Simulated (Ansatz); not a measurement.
Species: H$_{3}$BBr$_{2}$Si, SMILES `[SiH3]B(Br)Br` (charge 0, multiplicity 1), formula H3BBr2Si.

Question: How many basis functions does frozen-core CCSD(T)/cc-pVTZ // PBE-D3(BJ)/def2-TZVP (Ansatz, a quantum-chemistry and plane-wave program) use, how many core orbitals are frozen, and how many electrons are correlated?

Answer: 192 basis functions and 24 frozen orbitals, which leaves 44 correlated electrons (filled d shells below the valence shell are correlated). Core time is of the order of minutes.
